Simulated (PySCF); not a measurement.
C5H7FO, SMILES C=C[C@@]1(CCO1)F. Atoms are numbered in the order given.

```xyz
14

C      2.4749    -0.2909     0.1414
C      1.2664    -0.6306    -0.3003
C      0.0074     0.0862     0.0646
F      0.3081     1.2010     0.8017
C     -1.1588    -0.6942     0.6909
C     -1.9504    -0.1546    -0.5013
O     -0.7676     0.4352    -1.0524
H      2.6046     0.5645     0.8088
H      3.3654    -0.8506    -0.1544
H      1.1226    -1.4810    -0.9747
H     -1.4382    -0.3271     1.6863
H     -1.0222    -1.7830     0.7120
H     -2.7196     0.5999    -0.2664
H     -2.3816    -0.9090    -1.1787
```

Geometry: PBE0-D3(BJ)/def2-SVP. The structure was generated by enumeration; whether it is a known compound was not checked. One conformer was computed; it need not be the lowest.

Level of theory: ωB97X/def2-TZVP in PySCF.

The molecule is in vacuum.

Computed frontier levels, gap, dipole moment and polarisability:
| Property | Result |
|---|---|
| highest occupied level | -10.27 eV |
| lowest empty level | 1.93 eV |
| orbital gap | 12.20 eV |
| dipole moment | 0.520 e·Å |
| quadrupole, principal values (traceless, Buckingham form, about the centre of nuclear charge) | -6.60, -1.23, 7.83 D·Å |
| mean static polarisability | 61.2 bohr³ (9.07 Å³) |
| polarisability, principal values | 48.6, 53.9, 81.1 bohr³ |
